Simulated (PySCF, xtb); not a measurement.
Be₂O, SMILES [Be][O][Be] (connectivity only; charge and spin as stated), neutral, multiplicity 1.

GFN2-xTB (xtb) at its own geometry gives an orbital gap of 0.40 eV and a dipole moment of 0.00 D.

Geometry: B3LYP-D3(BJ)/def2-TZVPD. A frequency run showed that this geometry is not a minimum.

Q: What does PBE/def2-TZVPD (PySCF) give? (An estimate is asked for; the answer gives what the named calculation found.)

A: gap 0.35 eV (levels -4.53 and -4.18 eV), dipole 0.00 D.
